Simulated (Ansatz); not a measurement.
C₃H₇NSi₂, SMILES C1[SiH2]N=CC=1[SiH3]. Atoms are numbered in the order given.

```xyz
13

Si    -0.1159     2.4414     0.0000
C     -0.0299     0.5585     0.0000
C     -1.1107    -0.2589     0.0000
Si    -0.4121    -2.0060     0.0000
N      1.2844    -1.4835     0.0000
C      1.2711    -0.2066     0.0000
H     -0.8393     2.9272    -1.2134
H      1.2689     3.0025     0.0000
H     -0.8393     2.9272     1.2134
H     -2.1384     0.1150     0.0000
H     -0.7412    -2.7984     1.2193
H     -0.7412    -2.7984    -1.2193
H      2.2169     0.3650     0.0000
```

Geometry optimised at PBE0-D3(BJ)/def2-SVP. This is a generated structure with no PubChem entry under its InChIKey; it may be hypothetical.

Two levels are set side by side: PBE-D3(BJ)/def2-SVP (Ansatz, an electronic-structure program) and PBE0-D3(BJ)/def2-SVP (Ansatz). Each level has its own optimised geometry; the coordinates shown are those of the second. Differences are taken from unrounded values.

```
quantity              PBE0-D3(BJ)
--------------------  -----------
mean bond length (Å)        1.488
bond Si1–C2 (Å)             1.885
bond C2–C3 (Å)              1.355
bond C2–C6 (Å)              1.509
bond C3–Si4 (Å)             1.882
bond Si4–N5 (Å)             1.775
bond N5–C6 (Å)              1.277
bond Si1–H7 (Å)             1.494
bond Si1–H8 (Å)             1.494
bond Si1–H9 (Å)             1.494
bond C3–H10 (Å)             1.094
bond Si4–H11 (Å)            1.491
bond Si4–H12 (Å)            1.491
bond C6–H13 (Å)             1.105
```

What does PBE-D3(BJ) give, and how far is it from PBE0-D3(BJ)? (The exact figures need the calculation; the answer reports its results.)


| quantity | PBE-D3(BJ) | PBE-D3(BJ) minus PBE0-D3(BJ) |
|---|---|---|
| mean bond length (Å) | 1.499 | 0.011 |
| bond Si1–C2 (Å) | 1.894 | 0.009 |
| bond C2–C3 (Å) | 1.368 | 0.013 |
| bond C2–C6 (Å) | 1.515 | 0.006 |
| bond C3–Si4 (Å) | 1.891 | 0.009 |
| bond Si4–N5 (Å) | 1.792 | 0.016 |
| bond N5–C6 (Å) | 1.291 | 0.014 |
| bond Si1–H7 (Å) | 1.504 | 0.010 |
| bond Si1–H8 (Å) | 1.504 | 0.010 |
| bond Si1–H9 (Å) | 1.504 | 0.010 |
| bond C3–H10 (Å) | 1.101 | 0.008 |
| bond Si4–H11 (Å) | 1.502 | 0.011 |
| bond Si4–H12 (Å) | 1.502 | 0.011 |
| bond C6–H13 (Å) | 1.114 | 0.009 |

Exact exchange shortens and stiffens bonds; PBE has none. Differences between two approximate levels are no errors against the true value.
